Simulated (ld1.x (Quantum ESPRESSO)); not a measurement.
**carbon: excitation energies, all-electron against ultrasoft**

ld1.x (Quantum ESPRESSO) 7.5 input, shortened:

```
&input
   title='C', zed=6., rel=0, dft='PBE', iswitch=3,
   config='[He] 2s2 2p2 3d-2'
 /
 &inputp
   pseudotype=3, tm=.true., lloc=-1, rcloc=1.60,
   nlcc=.true., new_core_ps=.true.
 /
6
2S  1  0   2.00   0.00  1.15  1.45  0.0
2S  1  0   0.00  -0.55  1.15  1.45  0.0
2P  2  1   2.00   0.00  1.40  1.80  0.0
2P  2  1   0.00   1.85  1.40  1.80  0.0
3D  3  2  -2.00   0.05  1.70  1.95  0.0
3D  3  2  -2.00   0.55  1.70  1.95  0.0
 &test
   configts(1)='2s2 2p2'
 /
```

Energies are relative to the spin-unpolarised reference configuration 2s2 2p2; without spin polarisation the order of configurations can differ from experiment. The frozen-core shift is the all-electron ΔE with the core orbitals held at their reference shape minus the fully relaxed ΔE.

| valence configuration | charge | ΔE all-electron (eV) | error AE − PS (meV) | frozen-core shift (meV) |
| --- | --- | --- | --- | --- |
| 2s2 2p0 | +2 | 35.025 | +65 | +2.8 |
| 2s1 2p0 | +3 | 83.198 | +153 | +15 |
| 2s0 2p4 | 0 | 16.945 | +22 | +1.6 |
| 2s2 2p2.3 | -0.3 | -1.159 | -0.1 | 0.0 |
| 2s2 2p1.5 | +0.5 | 3.965 | +0.4 | 0.0 |

**Question.** What are ΔE and the potential's error for 2s2 2p1?

**Answer.** ΔE = 10.865 eV all-electron; the error (AE − PS) is +5.7 meV.

**Question.** What are ΔE and the potential's error for 2s1 2p2?

**Answer.** ΔE = 19.602 eV all-electron; the error (AE − PS) is -2.6 meV.
